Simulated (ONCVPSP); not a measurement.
# Reading a pseudo-wave (oxygen (O))

Columns: radius, all-electron u(r) and pseudo u(r) of the 2p shell (level -24.45 eV) of oxygen in the configuration [He] 2s2 2p3; PBE, scalar-relativistic, ONCV scheme, ONCVPSP 4.0.1.

```
r (bohr)  all-electron  pseudo
   0.070        0.0625  0.0245
   0.140        0.1931  0.0950
   0.210        0.3409  0.2030
   0.280        0.4812  0.3361
   0.350        0.6031  0.4798
   0.420        0.7028  0.6194
   0.490        0.7807  0.7426
   0.560        0.8381  0.8409
   0.630        0.8766  0.9099
   0.700        0.8986  0.9494
   0.770        0.9067  0.9626
   0.840        0.9033  0.9545
   0.910        0.8909  0.9315
   0.980        0.8712  0.8992
   1.050        0.8460  0.8625
   1.120        0.8168  0.8247
   1.190        0.7848  0.7876
   1.260        0.7508  0.7514
   1.330        0.7157  0.7157
   1.400        0.6801  0.6801
   1.470        0.6445  0.6445
   1.540        0.6093  0.6093
   1.610        0.5748  0.5748
   1.680        0.5412  0.5412
   1.750        0.5088  0.5088
   1.820        0.4776  0.4776
```

Question: How many radial nodes do the two functions have?

Answer: The all-electron 2p function has n − l − 1 = 0; the pseudo-wave has 0.

Question: At about which radius was the pseudo-wave matched?

Answer: 1.40 bohr, where the columns begin to agree (steps of 0.07 bohr).

Question: Where does each function peak?

Answer: Outermost all-electron maximum near 0.77 bohr, pseudo maximum near 0.77 bohr (to the table’s step).

Question: Is the pseudo-wave norm-conserving?

Answer: Yes: the ONCV scheme keeps the norm inside the radius equal to the all-electron one, which fixes the energy derivative of the logarithmic derivative at the level.
